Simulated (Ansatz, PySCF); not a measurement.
Isomers of C2H6Si: 1 is C=C[SiH3], 2 is C[Si]C; one conformer of each (the lowest of an xTB search), B3LYP-D3(BJ)/def2-TZVP minima.
Isomer 1 (charge 0, multiplicity 1, Z-matrix in Å and degrees):
```
C
C 1 1.3316
H 2 1.0850 1 121.81
H 2 1.0851 3 115.94 1 -179.99
H 1 1.0881 2 117.92 3 180.00
Si 1 1.8627 5 118.43 2 180.00
H 6 1.4820 1 109.11 5 -179.96
H 6 1.4836 7 109.35 3 -121.26
H 6 1.4836 7 109.35 8 -117.52
```
Isomer 2 (charge 0, multiplicity 1):
```xyz
9

C     -1.403     0.283     0.037
Si     0.070     0.916     1.066
C      1.407    -0.226     0.334
H     -1.402    -0.802    -0.105
H     -1.293     0.728    -0.963
H     -2.372     0.597     0.426
H      1.256    -1.212     0.798
H      1.313    -0.373    -0.746
H      2.424     0.089     0.570
```

No zero-point or thermal terms.

Rows in 6-31G* carry no dispersion term and start afresh at each structure (6-31G* with six Cartesian d functions).

Run with Ansatz (an electronic-structure program) with Gaussian orbitals; PySCF for 6-31G* rows. Each number belongs to the level named beside it.

### Question
One of these levels gives 0.391 eV for the electronic energy of isomer 2 less that of isomer 1. Which?
A. M06-2X/6-31G*
B. BP86/6-31G*
C. B3LYP/6-31G*
D. BHLYP/def2-TZVPP

### Answer
C, B3LYP/6-31G*. The others give 0.337 (BP86/6-31G*), 0.482 (BHLYP/def2-TZVPP), 0.254 (M06-2X/6-31G*)
